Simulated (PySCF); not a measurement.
Species: C₂H₇BrOSi₂.
Z-matrix (Å and degrees, PBE0-D3(BJ)/def2-SVP geometry), rows numbered from 1:
```
Br
Si  1  2.2237
C   2  1.8892  1  111.27
C   3  1.5448  2  107.30  1   141.62
Si  4  1.8975  3  107.02  2   -31.42
O   2  1.6674  1  110.98  3   111.59
H   2  1.4857  1  106.41  3  -128.24
H   3  1.1033  2  106.67  1    23.00
H   3  1.1017  2  112.86  1   -93.58
H   4  1.1016  3  112.05  2  -156.26
H   4  1.1036  3  110.36  2    85.30
H   5  1.4925  4  113.42  3   -89.58
H   5  1.4901  4  113.70  3   144.40
```

Theory: PySCF 2.14.0, PBE0-D3(BJ)/def2-SVP geometry optimisation, gas phase.

Take the most abundant isotopes and a rigid rotor. The values belong to one conformer with, in the numbering `[Br:1][Si@H:2]1[CH2:3][CH2:4][SiH2:5][O:6]1`, Br1–Si2–C3–C4 142°, Si2–C3–C4–Si5 -31°, C3–C4–Si5–O6 27°, C4–Si5–O6–Si2 -12°.

Q: What are A, B and C (MHz)?

A: Ia = 136.60, Ib = 652.88, Ic = 717.47 u·Å²; 505379 MHz·u·Å²/I gives A = 3700, B = 774.1, C = 704.4 MHz.

Q: What kind of rotor is it?

A: A near-prolate asymmetric top; Ray's κ = -0.953.

Q: What does the inertial defect say?

A: Not planar: Δ = Ic − Ia − Ib = -72.01 u·Å². For a rigid frame Δ = −2 Σ m c², so Σ m c² = 36.00 u·Å² lies off the ab plane: 11.12 from hydrogen and 24.88 from heavier atoms. The atom farthest from that plane is 2.20 Å away.

Q: Give the other two planar moments, Paa and Pbb, and the rms extents of the mass along the axes.

A: Paa = Σ m a² = (Ib + Ic − Ia)/2 = 616.88 and Pbb = Σ m b² = (Ia + Ic − Ib)/2 = 100.59 u·Å². With the mass M = 181.92 u, the rms extents √(P/M) along a, b and c are 1.84, 0.74, 0.44 Å.

Q: Which types of transition are allowed, and where do some lines up to J = 4 fall?

A: The dipole components are |μa| = 2.07 D, |μb| = 1.90 D, |μc| = 0.07 D. Intensities carry the squares of the components, which stand as 1.00 : 0.84 : 0.00 (a : b : c). Some lines, for components of 0.1 D or more:

```
type  branch         J(Ka,Kc)    MHz  lower level (cm⁻¹)
   a       R  1(0,1) ← 0(0,0)   1478               0.000
   a       R  2(1,2) ← 1(1,1)   2887               0.147
   b       Q  1(1,0) ← 1(0,1)   2995               0.049
   b       R  4(0,4) ← 3(1,3)   3145               0.388
   a       R  3(1,3) ← 2(1,2)   4330               0.243
   b       R  1(1,1) ← 0(0,0)   4404               0.000
   a       R  3(0,3) ← 2(0,2)   4430               0.148
   a       R  3(2,2) ← 2(2,1)   4435               0.543
   a       R  3(2,1) ← 2(2,0)   4440               0.543
   a       R  4(0,4) ← 3(0,3)   5902               0.296
   a       R  4(3,2) ← 3(3,1)   5916               1.185
   a       R  4(1,3) ← 3(1,2)   6051               0.402
   b       R  4(1,4) ← 3(0,3)   8529               0.296
   b       Q  4(2,2) ← 4(1,3)   8554               0.603
   b       Q  3(2,1) ← 3(1,2)   8680               0.402
   b       Q  2(2,0) ← 2(1,1)   8778               0.250
   b       R  2(2,1) ← 1(1,0)  11804               0.149
   b       R  3(2,2) ← 2(1,1)  13213               0.250
   b       R  3(2,1) ← 2(1,2)  13428               0.243
   b       Q  3(3,0) ← 3(2,1)  14797               0.691
   b       Q  3(3,1) ← 3(2,2)  14804               0.691
   b       R  4(3,2) ← 3(2,1)  20714               0.691
   b       Q  4(4,0) ← 4(3,1)  20722               1.382
```

Q: Estimate the classical rotational partition function at 10 K, 25 K and 298.15 K.

A: Point group C1, symmetry number σ = 1; q = (√π/σ)·√((kT/h)³/(ABC)), k/h = 20836.6 MHz/K: 3750 at 10 K, 14800 at 25 K, 611000 at 298.15 K.

PBE0-D3(BJ)/def2-SVP frequencies: not computed here. No vibrational averaging or centrifugal distortion is included, and the geometry carries the error of its method. Quadrupole hyperfine structure (79Br) is left out.

On one thread, AMD EPYC 9R45 (x86_64), shared host with 96 logical CPUs at a one-minute load of 2.8, this took 40 s and 0.59 GiB of memory at its peak. That covers the optimisation of the geometry.
